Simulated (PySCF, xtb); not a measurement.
Complex: HF (SMILES F) (first 2 atoms) with H2S (SMILES S); geometry from B3LYP-D3(BJ)/def2-TZVP.
(charge 0, multiplicity 1):
```xyz
5

F     -0.322     1.230     0.103
H     -0.039     0.652     0.787
S      0.436    -0.714     2.500
H     -0.142     0.091     3.407
H     -0.683    -1.440     2.336
```

Monomers are frozen at their geometry in the pair; levels with a basis set take the counterpoise correction. Rows marked so take none.

Rows in 6-311+G** carry no dispersion term and start afresh at each structure.

The values were computed with PySCF for 6-311+G** rows; xtb for the GFN methods. Values without a source in brackets are computed.

Problem. One of these levels gives -380.0 meV for the interaction energy. Which one is it?
(A) GFN-FF
(B) GFN1-xTB
(C) B3LYP/6-311+G** (no counterpoise)

Solution. B, GFN1-xTB. The others give -197.1 (GFN-FF), -248.6 (B3LYP/6-311+G** (no counterpoise))
